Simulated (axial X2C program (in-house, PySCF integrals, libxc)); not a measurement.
## GaN⁻: properties at the nuclei

Calculated with an in-house all-electron X2C program for linear molecules (integrals from PySCF): two-component X2C with atomic mean-field Coulomb and Gaunt terms, Gaussian nuclei, basis Ga dyall-acv3z, N dyall-av3z with contracted cores.

R = 1.742 Å (near the PBE0 minimum at charge -1 of the determinant lowest at the starting distance; the state shown can have its own minimum elsewhere).

Input and command:
```json
{"zs": [31, 7], "q": -1, "bas": ["dyall-acv3z", "dyall-av3z"], "r0": 1.77, "levels": ["PBE0", "HF", "B3LYP", "LDA", "BP86"], "nst": 3}
```
```bash
python soeom.py task.json out
```

Keys: zs atomic numbers; q charge; bas basis sets; r0 starting distance in Å; levels methods; nst determinants followed.

Determinant lowest in the PBE0 search, Ω = 1/2 (⟨Sz⟩ = 0.50, ⟨Lz⟩ = 0.00 at PBE0), spin on the atoms Ga 0.04, N 0.46:

```
level  Eeff magnitude (GV/cm)  Ws magnitude Ga (kHz)  A∥/gI Ga (MHz)  qzz Ga (a.u.)  A∥/gI N (MHz)  qzz N (a.u.)
 PBE0                    0.57                  0.543            -226          -1.24            152          0.82
   HF                   0.586                  0.527            -465          -1.28            245          0.65
B3LYP                   0.589                   0.56            -146          -1.19            171          0.83
  LDA                   0.873                  0.796             176          -0.98            131          0.72
 BP86                   0.788                  0.728              38          -0.97            140          0.75
```

Determinant 0.10 eV from it at PBE0 and this distance, Ω = 3/2 (⟨Sz⟩ = 0.50, ⟨Lz⟩ = 1.00 at PBE0), spin on the atoms Ga -0.05, N 0.55:

```tsv
level	Eeff magnitude (GV/cm)	Ws magnitude Ga (kHz)	A∥/gI Ga (MHz)	qzz Ga (a.u.)	A∥/gI N (MHz)	qzz N (a.u.)
PBE0	0.13	0.044	77.7	-3.86	73	-0.95
HF	0.6	0.171	137	-3.97	26	-1.20
B3LYP	0.114	0.0395	74.5	-3.80	79.8	-0.99
LDA	0.119	0.0421	72.2	-3.67	78.5	-0.94
BP86	0.089	0.0333	80.4	-3.58	74.8	-0.97
```

Eeff is the effective electric field on the electron electric dipole moment in this Ω state and Ws the scalar–pseudoscalar constant of the nucleus named (defined with the proton number Z and per Ω); A∥ (defined per Ω) follows by multiplying with gI = μI/(I μN); qzz is the electric field gradient, eQq0 = 234.96 MHz × Q/barn × qzz. The operators were transformed with the bare-nucleus X2C matrices; with these basis sets, hyperfine constants and field gradients can be off by tens of per cent, and where levels differ in sign neither size nor sign is settled.

Task: With Q(69Ga) = 0.171 barn, gI(14N) = 0.4038, Q(14N) = 0.02044 barn (g factors from the IAEA table of nuclear moments by Stone; Q from Pyykkö, Mol. Phys. 2018), turn the PBE0 values of the first state into constants in MHz.

Result: eQq0(69Ga) = 234.96 × (0.171) × (-1.24) = -49.8 MHz; A∥(14N) = 152 × 0.4038 = 61.4 MHz; eQq0(14N) = 234.96 × (0.02044) × (0.82) = 3.94 MHz.

Each state is one determinant with collinear spin. Unrestricted Hartree–Fock can overshoot spin polarisation at the nuclei. For an anion, determinants above electron detachment, or with a positive highest level, are held by the basis set. Where Eeff spreads by more than a factor of two the levels disagree and none is to be relied on. At HF a later determinant lies lower. States lie within half an eV, so the first need not be the ground state. Further determinants of the search, some of them spin-mixed, are not shown. Where a field gradient or hyperfine factor spreads by more than a factor of two over the levels, a constant derived from it is not to be relied on. PBE0 term energies can be off by some tenths of an eV.
